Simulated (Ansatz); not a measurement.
Computed with Ansatz on PBE0-D4/def2-TZVP structures; ΔE is electronic, products minus reactants. CCSD(T)/CBS adds triple-zeta CCSD(T) − MP2 to the extrapolated MP2 energy (def2 sets, frozen cores). This one scheme is used for every species. DFT in def2-TZVPP. For Ga, Ge outer-core shells are correlated without core-valence functions, which leaves a few kJ/mol of doubt a bond. Scalar relativity is left out up to krypton. Each species was taken in one conformer, which may not be the lowest.

`FB[CH2][GaH][F]` + `[OH][GeH3]` → `[F][GaH][O][GeH3]` + `CBF`  (ligand exchange at a Ga–C bond)

`FB[CH2][GaH][F]`:

Cartesian coordinates in Å:
```
F -2.225 0.617 0.478
B -0.990 1.046 0.235
C -0.067 0.249 -0.698
Ga 1.031 -1.002 0.354
F 0.582 -2.685 0.107
H -0.648 2.040 0.817
H 0.671 0.897 -1.181
H -0.592 -0.376 -1.424
H 2.237 -0.786 1.311
```

`[OH][GeH3]`:

Cartesian coordinates in Å:
```
O 1.290 -0.455 0.108
Ge -0.407 0.091 0.141
H 1.700 -0.333 -0.750
H -0.865 -0.187 1.575
H -1.236 -0.709 -0.881
H -0.482 1.593 -0.193
```

`[F][GaH][O][GeH3]`:

Z-matrix (Å, degrees):
```
Ge
O 1 1.781
H 1 1.538 2 109.3
H 1 1.538 2 109.3 3 121.3
H 1 1.536 2 105.3 3 -119.4
Ga 2 1.760 1 129.4 3 -60.6
F 6 1.758 2 112.7 1 -0.1
H 6 1.539 2 126.5 1 179.9
```

`CBF`:

```xyz
7

C    -0.325   -0.346    0.498
B     0.414    0.428   -0.628
F    -0.070    1.574   -1.088
H    -1.240    0.138    0.842
H     0.348   -0.483    1.353
H    -0.562   -1.359    0.156
H     1.435    0.047   -1.133
```

Problem. Is it downhill or uphill in electronic energy at CCSD(T)/CBS, and by how much? (An estimate is asked.)

Solution. Computed: Downhill: ΔE = -14.9 kcal/mol.

Problem. What do these levels give: B97M-V, CAM-B3LYP-D4, ωB97X-V, ωB97M-V, BLYP, r2SCANh, r2SCAN0, MP2/def2-TZVPP, CCSD/def2-TZVPP, CCSD(T)/def2-TZVPP, HF/CBS(def2), MP2/CBS(def2)? (Estimate.)

Solution. Computed: B97M-V -16.2, CAM-B3LYP-D4 -16.4, ωB97X-V -15.8, ωB97M-V -14.8, BLYP -15.4, r2SCANh -15.2, r2SCAN0 -15.1, MP2/def2-TZVPP -16.1, CCSD/def2-TZVPP -16.2, CCSD(T)/def2-TZVPP -16.0, HF/CBS(def2) -19.4, MP2/CBS(def2) -15.1 kcal/mol.

Largest T1 diagnostic among the species: 0.014.

Leaving LDA and LC-ωPBE aside and taking each functional with its dispersion term where it has one, the values, not all of them listed here, spread over 3.9 kcal/mol, from BHLYP-D4 to revPBE-D4. In def2-TZVPP, CCSD(T) changes the Hartree–Fock value by +3.1 kcal/mol (the triples alone add +0.2 kcal/mol) and MP2 by +2.9 kcal/mol.
